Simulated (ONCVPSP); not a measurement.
## What the settings do to the ONCV potential of lanthanum

Base potential:

lanthanum, optimised norm-conserving Vanderbilt (ONCV), made with ONCVPSP 4.0.1 (PBE, scalar-relativistic). Core [Kr] 4d10, reference 5s2 5p6 5d1 6s2. Waves: 5s+6s: rc 2.75 bohr, ncon 4, nbas 7, qcut 5.6 1/bohr, 2 projectors; 5p: rc 2.25 bohr, ncon 3, nbas 8, qcut 5.6 1/bohr, 2 projectors, debl 2.3 Ha; 5d: rc 4.00 bohr, ncon 4, nbas 8, qcut 4.7 1/bohr, 2 projectors, debl 1.3 Ha; f scattering state at 0.21 Ha: rc 3.20 bohr, ncon 4, nbas 8, qcut 3.4 1/bohr, 2 projectors, debl 2.8 Ha. Local part: polynomial inside 2.05 bohr (lpopt 5, dvloc0 0 Ha). Core correction: none.

In the f channel the program set the typed energies aside and used -0.160, 2.640 Ha.

Cutoffs, loose and tight: the cutoffs (Ha) at which the residual kinetic energy of the hardest occupied pseudo-wave falls to 1 and 0.1 mHa per electron. They do not see the model core or the augmentation charge, which bear on the density cutoff. Test errors are all-electron minus pseudo excitation energies from the reference, over the configurations 5s2 5p6 5d1 6s1; 5s2 5p6 5d1 6s0; 5s2 5p6 5d0 6s0; 4f1 5s2 5p6 5d1 6s0. A dash means not determined; rows that change the core or the reference have their own tests.

For the base: The cutoffs count occupied waves only; projector 2 of the f channel, the hardest unoccupied one, needs 36 Ha at the loose tolerance.

| change | outcome | cutoff, loose | cutoff, tight | bound ghosts | GHOST(+) flags above zero | largest test error (meV) |
| --- | --- | --- | --- | --- | --- | --- |
| base | generated, projector energies reset by the program | 10 Ha | 13 Ha | none | f | +1834 |
| all radii scaled by about 0.78 (s 2.16, p 1.76, d 3.14, f 2.50 bohr); local potential polynomial inside 1.60 bohr (lpopt 5, dvloc0 0 Ha) | failed: ERROR pspot: first pseudo wave function has node, program will stop | – | – | – | – | – |
| all radii scaled by about 0.86 (s 2.36, p 1.94, d 3.44, f 2.76 bohr); local potential polynomial inside 1.76 bohr (lpopt 5, dvloc0 0 Ha) | failed: ERROR pspot: first pseudo wave function has node, program will stop | – | – | – | – | – |
| all radii scaled by about 0.94 (s 2.58, p 2.12, d 3.76, f 3.02 bohr); local potential polynomial inside 1.92 bohr (lpopt 5, dvloc0 0 Ha) | failed: ERROR pspot: first pseudo wave function has node, program will stop | – | – | – | – | – |
| all radii scaled by about 1.24 (s 3.40, p 2.78, d 4.94, f 3.96 bohr); local potential polynomial inside 2.54 bohr (lpopt 5, dvloc0 0 Ha) | generated, projector energies reset by the program | 6.0 Ha | 9.3 Ha | none | none | +2120 |
| all radii scaled by about 1.32 (s 3.64, p 2.98, d 5.30, f 4.24 bohr); local potential polynomial inside 2.72 bohr (lpopt 5, dvloc0 0 Ha) | generated, projector energies reset by the program | 5.2 Ha | 7.8 Ha | none | d | +2191 |

(1) What comes out with this change to the base: all radii scaled by about 1.18 (s 3.24, p 2.64, d 4.70, f 3.76 bohr); local potential polynomial inside 2.42 bohr (lpopt 5, dvloc0 0 Ha)?

(2) What comes out with this change to the base: all radii scaled by about 1.10 (s 3.02, p 2.46, d 4.38, f 3.50 bohr); local potential polynomial inside 2.24 bohr (lpopt 5, dvloc0 0 Ha)?

Answers

(1) outcome: generated, projector energies reset by the program; cutoff, loose: 6.3 Ha; cutoff, tight: 10 Ha; bound ghosts: none; GHOST(+) flags above zero: none; largest test error (meV): +2054.

(2) outcome: generated, projector energies reset by the program; cutoff, loose: 8.6 Ha; cutoff, tight: 11 Ha; bound ghosts: none; GHOST(+) flags above zero: none; largest test error (meV): +1962.

Reading the sweep of the scale of all radii (base = 1) (base included, trends over the rows without a ghost): The loose cutoff falls from 10 Ha at 1 to 5.2 Ha at 1.32. A larger radius leaves more room for a smooth pseudo-wave, so fewer plane waves are needed; a smaller one forces it to follow the all-electron wave where it bends sharply. The median size of the test errors (rows with all tests solved) rises from 9.3 meV at 1 to 80.8 meV at 1.32. More of the atom is replaced by a form fitted at one configuration, so other configurations suffer as the radius grows. The generation fails at 0.78, 0.86, 0.94.
